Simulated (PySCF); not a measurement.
**C₇H₉NO₂: full NMR table**

| Property | Result |
| --- | --- |
| Formula | C7H9NO2 |
| SMILES | NC(=O)[C@@H]1CC=CC(=O)C1 |
| Point group of the computed structure | C1 |
| Degrees of unsaturation | 4 |
| Carbon signals | 7 |
| Proton signals | 9 |

Mapped SMILES: `[NH2:1][C:2](=[O:3])[C@@H:4]1[CH2:5][CH:6]=[CH:7][C:8](=[O:9])[CH2:10]1`; H(Xn) means a hydrogen on atom n. Ha(C5), Ha(C10) are cis to C2 on the ring; Ha(N1) is cis to the C=O or C=S heteroatom; Hb(C5), Hb(C10) are trans to C2 on the ring; Hb(N1) is trans to the C=O or C=S heteroatom.

PySCF 2.14 calculation with PBE0-D3(BJ)/def2-SVP structure and PBE0/pcSseg-1 with gauge-including orbitals; no solvent, single conformer, no relativistic terms.

δ = σ(ref) − σ, references computed at the same level: $^{1}$H (31.27 ppm) and $^{13}$C (184.41 ppm) vs TMS; NH3 for $^{15}$N (265.67 ppm); $^{17}$O (334.56 ppm) vs H2O.

```tsv
carbon	δC, type	δH (multiplicity)	HMBC from (2–3 bonds)	span of the C tensor (ppm)
C2	174.1, C	–	Ha(C5), Ha(C10), H(C4), Hb(C10), Hb(C5)	176
C4	43.0, CH	2.25 (m)	H(C6), Ha(C5), Ha(C10), Hb(C10), Hb(C5)	43
C5	29.4, CH2	Ha(C5) 3.08 (m); Hb(C5) 1.98 (m)	H(C6), H(C7), Ha(C10), H(C4), Hb(C10)	20
C6	158.1, CH	7.07 (m)	H(C7), Ha(C5), H(C4), Hb(C5)	258
C7	136.3, CH	6.06 (d)	H(C6), Ha(C5), Ha(C10), Hb(C10), Hb(C5)	191
C8	196.9, C	–	H(C6), H(C7), Ha(C10), H(C4), Hb(C10)	204
C10	44.3, CH2	Hb(C10) 2.15 (m); Ha(C10) 2.34 (m)	H(C7), Ha(C5), H(C4), Hb(C5)	34
```

Other nuclei:
```json
{"atoms": "Hb(N1)", "nucleus": "$^{1}$H", "environment": "hydrogen on an amide-type nitrogen", "δ (ppm)": "4.59", "σ (ppm)": "26.68"}
{"atoms": "Ha(N1)", "nucleus": "$^{1}$H", "environment": "hydrogen on an amide-type nitrogen", "δ (ppm)": "4.39", "σ (ppm)": "26.87"}
{"atoms": "N1", "nucleus": "$^{15}$N", "environment": "amide-type nitrogen", "δ (ppm)": "113.3", "σ (ppm)": "152.4"}
{"atoms": "O9", "nucleus": "$^{17}$O", "environment": "ketone oxygen", "δ (ppm)": "669.1", "σ (ppm)": "-334.5"}
{"atoms": "O3", "nucleus": "$^{17}$O", "environment": "amide-type carbonyl oxygen", "δ (ppm)": "412.1", "σ (ppm)": "-77.5"}
```

- Carbon types of the structure: 2 × C, 3 × CH, 2 × CH2, leaving 2 H on heteroatoms.
- δC 196.9: ketone carbonyl carbon; the double bond to the heteroatom, with no lone-pair donor beside it, deshields it most.
- δC 174.1: amide carbonyl carbon; it is a carbonyl in resonance with an O or N lone pair, the region of acids, esters and amides.
- δC 158.1: β carbon of a C=C–C=O unit; conjugation with the carbonyl draws π density from the β position.
- δC 136.3: α carbon of a C=C–C=O unit; an sp2 carbon of a C=C bond.
- δH 6.06: hydrogen on an α carbon of a C=C–C=O unit; a vinylic proton, deshielded by the sp2 carbon and the C=C anisotropy.

The OH or NH signal is concentration- and solvent-dependent in practice; the value given is the gas-phase one. Rotation about the amide-type C–N bond is slow at room temperature, so the two groups on nitrogen are listed apart. Shifts are as computed. Against solution values, carbons near 30 ppm lie about +2 ppm off and those near 130 ppm about +5 ppm. Of 1211 compounds with measured shifts, 218 miss one by over three times the rms of a fit or turn the order of signals round; such compounds aren't used in these exercises. Hydrogen bonding in solution shields acid and N–H amide carbonyl oxygens by tens of ppm. The C=O carbon of an acid or of an amide with N–H lies up to 10 ppm further downfield in solution, through hydrogen bonding that the calculation lacks. Unscaled 17O shifts of doubly bonded oxygen tend to come out too high, by tens of ppm or more. Experimental scales use liquid or dissolved standards, which lie at an offset from isolated NH3 (liquid NH3: subtract about 20 ppm) and H2O (liquid H2O: subtract about 36 ppm). Multiplicities follow the n + 1 count of equivalent neighbours, as no J values were calculated; m marks all less simple cases, F and P coupling included.
